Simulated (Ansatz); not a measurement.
A nudged elastic band was laid between two geometries of BClH4N2 (8 atoms, charge 0, multiplicity 1).

Level of theory: RKS PBE-D4/def2-SVP in Ansatz 0.2.0.

```json
{
 "movable images": "5",
 "climbing image": "yes",
 "spring": "5.0 eV/Å²",
 "optimiser": "quadratic models (default)",
 "start path": "IDPP",
 "force threshold": "0.05 eV/Å",
 "iteration limit": "60",
 "end points": "relaxed"
}
```

Image 0:

```xyz
8
Properties=species:S:1:pos:R:3
N -0.210 1.244 -0.185
B -0.247 -0.170 -0.247
N 0.587 -1.035 0.502
Cl -1.449 -0.927 -1.363
H -0.835 1.819 -0.745
H 0.427 1.771 0.409
H 0.521 -2.046 0.417
H 1.298 -0.713 1.157
```

Image 6:

```xyz
8
Properties=species:S:1:pos:R:3
N -0.208 1.244 -0.185
B -0.247 -0.170 -0.249
N 0.583 -1.035 0.505
Cl -1.442 -0.926 -1.374
H 0.423 1.769 0.416
H -0.826 1.821 -0.751
H 0.517 -2.047 0.421
H 1.292 -0.714 1.161
```

**Question.** Which bonds break or form, and what moves?

**Answer.** No bond is made or broken. The dihedral H6–N1–B2–Cl4 goes from 180 to 0°. The two ends are copies of one structure, up to a mirror image or an exchange of like atoms.

**Question.** What energy profile does the band end with?

**Answer.** The forces met the threshold. The highest image is number 3 of 0 to 6, 0.43 eV above the ends, which have the same energy within 2 meV. A vibrational analysis at the climbing image gives one clearly imaginary mode, 319i cm⁻¹: a first-order saddle point.

```
image  path coordinate (Å)  energy (eV)  dihedral H6–N1–B2–Cl4 (°)
    0                 0.00         0.00                        180
    1                 0.61         0.11                       -139
    2                 1.22         0.33                        -94
    3                 1.83         0.43                        -58
    4                 2.44         0.34                        -29
    5                 3.05         0.11                        -11
    6                 3.66         0.00                          0
```

**Question.** What is the geometry of the highest image?

**Answer.** 
```xyz
8
Properties=species:S:1:pos:R:3
N 0.069 1.298 -0.019
B -0.064 -0.137 -0.276
N 0.155 -1.072 0.742
Cl -0.518 -0.807 -1.906
H -0.805 1.790 -0.245
H 0.770 1.716 -0.646
H 0.073 -2.080 0.615
H 0.412 -0.764 1.680
```

**Question.** What are the harmonic wavenumbers there?

**Answer.** 319i, 315, 347, 452, 524, 588, 634, 715, 863, 975, 1116, 1369, 1526, 1541, 3429, 3494, 3517, 3634 cm⁻¹.

Time of the run: 71 s on 1 thread of Intel(R) Xeon(R) Processor @ 2.70GHz, with other jobs on the host, peak memory 0.12 GiB.
